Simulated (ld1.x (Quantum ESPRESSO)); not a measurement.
## Which change was made? (C, TM semilocal)

C, norm-conserving Troullier–Martins (semilocal form), made with ld1.x (Quantum ESPRESSO) 7.5 (revPBE, non-relativistic). Core [He], reference 2s2 2p2. Waves: 2p (bound): rc 2.90 bohr; 2s (bound): rc 1.10 bohr. Local part: the s channel. Core correction: none.

Cutoffs, loose and tight: the cutoffs (Ry, on a coarse ladder) from which the occupation-weighted sum of valence levels, in a spherical-Bessel basis at the reference potential, stays within 10 and 1 mRy of its value at 400 Ry. They do not see the model core or the augmentation charge, which bear on the density cutoff. Test errors are all-electron minus pseudo excitation energies from the reference, over the configurations 2s2 2p1; 2s2 2p0; 2s1 2p0; 2s2 2p2.3; 2s2 2p1.5; 2s0 2p4; 2s1 2p3; variants that change the core or the reference have their own tests.

The base gives: outcome: generated; cutoff, loose: 35 Ry; cutoff, tight: 90 Ry; bound ghosts: none; largest test error (meV): +1793.

Problem. After one change the result is: outcome: generated; cutoff, loose: 35 Ry; cutoff, tight: 90 Ry; bound ghosts: none; largest test error (meV): +621. Which change was it?
A. wave 2p (bound): rc 2.90 bohr becomes 2p (bound): rc 2.08 bohr
B. wave 2p (bound): rc 2.90 bohr becomes 2p (bound): rc 4.06 bohr
C. wave 2p (bound): rc 2.90 bohr becomes 2p (bound): rc 3.32 bohr
D. wave 2p (bound): rc 2.90 bohr becomes 2p (bound): rc 2.40 bohr

Solution. A. The others give: wave 2p (bound): rc 2.90 bohr becomes 2p (bound): rc 4.06 bohr → outcome: generated; cutoff, loose: 35 Ry; cutoff, tight: 90 Ry; bound ghosts: none; largest test error (meV): +4826 | wave 2p (bound): rc 2.90 bohr becomes 2p (bound): rc 2.40 bohr → outcome: generated; cutoff, loose: 35 Ry; cutoff, tight: 90 Ry; bound ghosts: none; largest test error (meV): +1008 | wave 2p (bound): rc 2.90 bohr becomes 2p (bound): rc 3.32 bohr → outcome: generated; cutoff, loose: 35 Ry; cutoff, tight: 90 Ry; bound ghosts: none; largest test error (meV): +2833.
